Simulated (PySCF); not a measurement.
PySCF input file for Si(H)(Cl)(Et)(NH2) (C₂H₈ClNSi), SMILES N[SiH](CC)Cl, TDA-M06-2X/def2-SVPD. Geometry optimised at B3LYP-D3(BJ)/def2-SVP. One conformer was computed; it need not be the lowest.

```python
import numpy as np
from pyscf import gto, scf, dft, tdscf

mol = gto.M(
    atom='''
    Si    0.09041098   -0.35115538    0.31781529
    N     0.83334225   -1.52472082   -0.70286992
    Cl    1.39328701    1.18671087    0.93417937
    C    -1.31603927    0.47572470   -0.60578453
    C    -2.41192874   -0.49366170   -1.06832391
    H    -0.33283080   -1.05078169    1.55773786
    H     1.48754078   -2.19377583   -0.30658795
    H     1.12695313   -1.25562034   -1.63832682
    H    -0.87439666    1.01023478   -1.46648411
    H    -1.73023223    1.26382105    0.04642741
    H    -3.20393875    0.02743403   -1.62983333
    H    -1.99905571   -1.28233865   -1.71648034
    H    -2.89126027   -0.99621507   -0.21217611
    ''',
    basis='def2-SVPD',
    charge=0,
    spin=0,
    max_memory=1600,
    verbose=4,
)
mf = dft.RKS(mol, xc='m06-2x').density_fit(auxbasis='def2-universal-jkfit')
mf.grids.level = 4
mf.conv_tol = 1e-9
mf.max_cycle = 100
mf.kernel()
mf.grids = dft.Grids(mol).set(level=2).build(with_non0tab=True)  # coarser grid for the response kernel
td = tdscf.TDA(mf)
td.singlet = True
td.nstates = 10
td.conv_tol = 1e-4
td.positive_eig_threshold = 1e-6
td.kernel(x0=td.get_init_guess(mf, 15))
td.analyze()
tt = tdscf.TDA(mf)
tt.singlet = False
tt.nstates = 4
tt.conv_tol = 1e-4
tt.positive_eig_threshold = 1e-6
tt.kernel(x0=tt.get_init_guess(mf, 9))
tt.analyze(verbose=3)
```

Log of the run:

```
PySCF version 2.14.0

[INPUT] verbose = 4
[INPUT] num. atoms = 13
[INPUT] num. electrons = 58
[INPUT] charge = 0
[INPUT] spin (= nelec alpha-beta = 2S) = 0
[INPUT] symmetry False subgroup None
[INPUT] Mole.unit = angstrom
[INPUT] Symbol           X                Y                Z      unit          X                Y                Z       unit  Magmom
[INPUT]  1 Si     0.090410980000  -0.351155380000   0.317815290000 AA    0.170851990854  -0.663587495368   0.600583856299 Bohr   0.0
[INPUT]  2 N      0.833342250000  -1.524720820000  -0.702869920000 AA    1.574788620529  -2.881304766222  -1.328231649995 Bohr   0.0
[INPUT]  3 Cl     1.393287010000   1.186710870000   0.934179370000 AA    2.632930861814   2.242558533344   1.765343160519 Bohr   0.0
[INPUT]  4 C     -1.316039270000   0.475724700000  -0.605784530000 AA   -2.486953789473   0.898989393691  -1.144766852198 Bohr   0.0
[INPUT]  5 C     -2.411928740000  -0.493661700000  -1.068323910000 AA   -4.557884750567  -0.932885411187  -2.018839602224 Bohr   0.0
[INPUT]  6 H     -0.332830800000  -1.050781690000   1.557737860000 AA   -0.628959057820  -1.985689610808   2.943697929266 Bohr   0.0
[INPUT]  7 H      1.487540780000  -2.193775830000  -0.306587950000 AA    2.811044673322  -4.145635497390  -0.579367258592 Bohr   0.0
[INPUT]  8 H      1.126953130000  -1.255620340000  -1.638326820000 AA    2.129632770921  -2.372778559033  -3.095988992330 Bohr   0.0
[INPUT]  9 H     -0.874396660000   1.010234780000  -1.466484110000 AA   -1.652370211634   1.909067055710  -2.771253333927 Bohr   0.0
[INPUT] 10 H     -1.730232230000   1.263821050000   0.046427410000 AA   -3.269665046595   2.388275654960   0.087735089573 Bohr   0.0
[INPUT] 11 H     -3.203938750000   0.027434030000  -1.629833330000 AA   -6.054566757381   0.051842803193  -3.079938622388 Bohr   0.0
[INPUT] 12 H     -1.999055710000  -1.282338650000  -1.716480340000 AA   -3.777667799648  -2.423268847444  -3.243677740800 Bohr   0.0
[INPUT] 13 H     -2.891260270000  -0.996215070000  -0.212176110000 AA   -5.463690065136  -1.882573643464  -0.400954738076 Bohr   0.0

nuclear repulsion = 292.687220073643
number of shells = 77
number of NR pGTOs = 257
number of NR cGTOs = 175
basis = def2-SVPD
ecp = {}


[settings echo left out]
init E= -885.402247417637
  HOMO = -0.33018368601538  LUMO = 7.21837445432491e-05  gap/eV = 8.98672
cycle= 1 E= -885.108336073746  delta_E= 0.294  |g|= 0.387  |ddm|= 4.29
  HOMO = -0.301725013871248  LUMO = 0.0270441115149138  gap/eV = 8.94626
cycle= 2 E= -885.122382686474  delta_E= -0.014  |g|= 0.337  |ddm|= 1.28
  HOMO = -0.347943758955591  LUMO = 0.0250815642177136  gap/eV = 10.15054
cycle= 3 E= -885.148786521611  delta_E= -0.0264  |g|= 0.046  |ddm|= 0.543
  HOMO = -0.339395856264686  LUMO = 0.0272678383847795  gap/eV = 9.97743
cycle= 4 E= -885.149194615175  delta_E= -0.000408  |g|= 0.0218  |ddm|= 0.0966
  HOMO = -0.341755127376838  LUMO = 0.0269516354915105  gap/eV = 10.03302
cycle= 5 E= -885.149312643771  delta_E= -0.000118  |g|= 0.00297  |ddm|= 0.0345
  HOMO = -0.341355933825199  LUMO = 0.026945536937288  gap/eV = 10.02199
cycle= 6 E= -885.149315135931  delta_E= -2.49e-06  |g|= 0.000982  |ddm|= 0.00746
  HOMO = -0.341484758950429  LUMO = 0.0269304610013594  gap/eV = 10.02509
cycle= 7 E= -885.149315404202  delta_E= -2.68e-07  |g|= 0.000231  |ddm|= 0.00219
  HOMO = -0.341469423991712  LUMO = 0.026929340074259  gap/eV = 10.02464
cycle= 8 E= -885.149315419477  delta_E= -1.53e-08  |g|= 7.01e-05  |ddm|= 0.000539
  HOMO = -0.341462268738214  LUMO = 0.0269319281659794  gap/eV = 10.02452
cycle= 9 E= -885.149315421048  delta_E= -1.57e-09  |g|= 1.77e-05  |ddm|= 0.000149
  HOMO = -0.341463749385706  LUMO = 0.0269315815331628  gap/eV = 10.02455
cycle= 10 E= -885.149315421174  delta_E= -1.26e-10  |g|= 3.79e-06  |ddm|= 5.59e-05
  HOMO = -0.341463674687299  LUMO = 0.0269316354809948  gap/eV = 10.02455
Extra cycle  E= -885.149315421171  delta_E= 2.96e-12  |g|= 2.9e-06  |ddm|= 1.15e-05
converged SCF energy = -885.149315421171
tot grids = 100056
Overwritten attributes  positive_eig_threshold  of <class 'pyscf.tdscf.rks.TDA'>


******** <class 'pyscf.tdscf.rks.TDA'> for <class 'pyscf.df.df_jk.DFRKS'> ********
nstates = 10 singlet
deg_eia_thresh = 1.000e-03
wfnsym = None
conv_tol = 0.0001
eigh lindep = 1e-12
eigh level_shift = 0
eigh max_cycle = 100


Excitation energies (eV)
[7.0445679  7.91422865 7.95113155 8.13371222 8.23643733 8.31979715
 8.38292298 8.5796179  8.74900529 8.89041462]

** Singlet excitation energies and oscillator strengths **
Excited State   1:      7.04457 eV    176.00 nm  f=0.0463
      29 -> 30        0.62741
      29 -> 31       -0.17665
      29 -> 32       -0.17526
Excited State   2:      7.91423 eV    156.66 nm  f=0.0175
      28 -> 30        0.47339
      28 -> 31       -0.39838
      28 -> 32        0.16496
      28 -> 34        0.10421
      28 -> 35       -0.12994
      28 -> 40       -0.10185
Excited State   3:      7.95113 eV    155.93 nm  f=0.0058
      28 -> 30       -0.46233
      28 -> 31       -0.40778
      28 -> 32        0.13525
      28 -> 34        0.15064
      29 -> 31        0.13326
Excited State   4:      8.13371 eV    152.43 nm  f=0.0550
      27 -> 32       -0.10071
      28 -> 30       -0.10674
      28 -> 32        0.10335
      29 -> 30       -0.12788
      29 -> 31       -0.55656
      29 -> 34        0.22956
      29 -> 35       -0.17012
Excited State   5:      8.23644 eV    150.53 nm  f=0.0338
      27 -> 31        0.11801
      27 -> 32       -0.15566
      29 -> 32        0.50357
      29 -> 33        0.29694
      29 -> 36       -0.15397
      29 -> 37       -0.15551
Excited State   6:      8.31980 eV    149.02 nm  f=0.0393
      28 -> 31        0.18461
      28 -> 32        0.43726
      28 -> 36       -0.13458
      29 -> 32       -0.12525
      29 -> 33        0.36358
      29 -> 37       -0.10192
      29 -> 40        0.16427
Excited State   7:      8.38292 eV    147.90 nm  f=0.0496
      27 -> 30        0.19742
      28 -> 31       -0.14940
      28 -> 32       -0.37219
      28 -> 36        0.11742
      29 -> 30       -0.14833
      29 -> 32       -0.20536
      29 -> 33        0.32958
      29 -> 40        0.17998
Excited State   8:      8.57962 eV    144.51 nm  f=0.0486
      27 -> 30        0.36379
      27 -> 31       -0.37919
      27 -> 32        0.21524
      27 -> 34        0.13058
      29 -> 32        0.22070
      29 -> 36       -0.15499
      29 -> 40       -0.10268
Excited State   9:      8.74901 eV    141.71 nm  f=0.0442
      27 -> 30        0.31216
      27 -> 31        0.16703
      27 -> 32       -0.10992
      27 -> 33       -0.12093
      27 -> 34       -0.14224
      28 -> 33       -0.42721
      28 -> 34       -0.16314
Excited State  10:      8.89041 eV    139.46 nm  f=0.0334
      26 -> 30        0.15856
      26 -> 31        0.14026
      27 -> 30        0.30028
      27 -> 32       -0.20678
      28 -> 31        0.10204
      28 -> 33        0.31844
      28 -> 34        0.17052
      29 -> 31        0.14375
      29 -> 34        0.11867
      29 -> 38        0.16298
      29 -> 40       -0.14030

** Transition electric dipole moments (AU) **
state          X           Y           Z        Dip. S.      Osc.
  1        -0.3317     -0.3546     -0.1807      0.2684      0.0463
  2         0.1861     -0.1271      0.1987      0.0903      0.0175
  3        -0.0196      0.0600      0.1613      0.0300      0.0058
  4         0.1998     -0.4171     -0.2492      0.2760      0.0550
  5         0.1380     -0.2275     -0.3107      0.1674      0.0338
  6         0.1954     -0.2058      0.3352      0.1929      0.0393
  7        -0.3918      0.2954     -0.0231      0.2413      0.0496
  8        -0.4140     -0.2385     -0.0526      0.2310      0.0486
  9         0.2656      0.3631     -0.0602      0.2061      0.0442
 10        -0.1903      0.1101      0.3241      0.1533      0.0334

** Transition velocity dipole moments (imaginary part, AU) **
state          X           Y           Z        Dip. S.      Osc.
  1        -0.0925     -0.0908     -0.0503      0.0193      0.0498
  2         0.0609     -0.0496      0.0782      0.0123      0.0282
  3        -0.0003     -0.0013      0.0556      0.0031      0.0071
  4         0.0625     -0.1036     -0.0498      0.0171      0.0382
  5         0.0387     -0.0560     -0.0838      0.0116      0.0257
  6         0.0620     -0.0560      0.0894      0.0150      0.0327
  7        -0.1232      0.0831     -0.0077      0.0222      0.0479
  8        -0.1333     -0.0417     -0.0020      0.0195      0.0413
  9         0.0679      0.0921     -0.0402      0.0147      0.0305
 10        -0.0405      0.0104      0.0705      0.0067      0.0137

** Transition magnetic dipole moments (imaginary part, AU) **
state          X           Y           Z
  1         0.0888     -0.5435      0.9500
  2        -0.3956      0.6792      0.7979
  3        -0.1288      0.0342     -0.0877
  4        -0.4352     -0.0748     -0.0189
  5         0.2121     -0.2704      0.1677
  6        -0.7551     -0.0905      0.0345
  7         0.3588      0.4263     -0.2611
  8        -0.4389      0.7026     -0.1445
  9        -0.0142     -0.2311     -0.0859
 10         0.3306     -0.2448      0.3585


******** <class 'pyscf.tdscf.rks.TDA'> for <class 'pyscf.df.df_jk.DFRKS'> ********
nstates = 4 triplet
deg_eia_thresh = 1.000e-03
wfnsym = None
conv_tol = 0.0001
eigh lindep = 1e-12
eigh level_shift = 0
eigh max_cycle = 100


Excitation energies (eV)
[6.71851028 7.46133258 7.65460596 7.85697339]

** Triplet excitation energies and oscillator strengths **
Excited State   1:      6.71851 eV    184.54 nm  f=0.0000
Excited State   2:      7.46133 eV    166.17 nm  f=0.0000
Excited State   3:      7.65461 eV    161.97 nm  f=0.0000
Excited State   4:      7.85697 eV    157.80 nm  f=0.0000
```

Self-consistency was reached.
